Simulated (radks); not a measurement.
Problem. The mean radii <r> (bohr) of the occupied orbitals of an atom or ion are listed with their occupations. Method: scalar-relativistic Kohn-Sham, PBE, spin-unpolarised, spherical densities, finite nucleus; Fermi nuclear charge, rms radius of each element as measured or else 0.836 A^(1/3) + 0.57 fm; computed with a radial shooting solver on a logarithmic mesh with Libxc functionals.

orbital  occ.      <r>
1s          2  0.03185
2s          2   0.1383
2p          6   0.1206
3s          2   0.3793
3p          6   0.3787
3d         10   0.3576
4s          2   0.9423
4p          6    1.033
4d          8    1.390
5p          1    3.515

Name the element and its charge.

Solution. Z = 46, palladium, charge +1: Pd+ in [Kr] 4d8 5p1. The 1s radius gives Z: for a bare nucleus <r> = (2 gamma + 1)/(2Z) with gamma = sqrt(1 - (Z/c)^2), 0.03135 bohr for Z = 46, and screening makes it slightly larger (0.03185 here). The occupations add up to 45, and the charge is Z minus that.
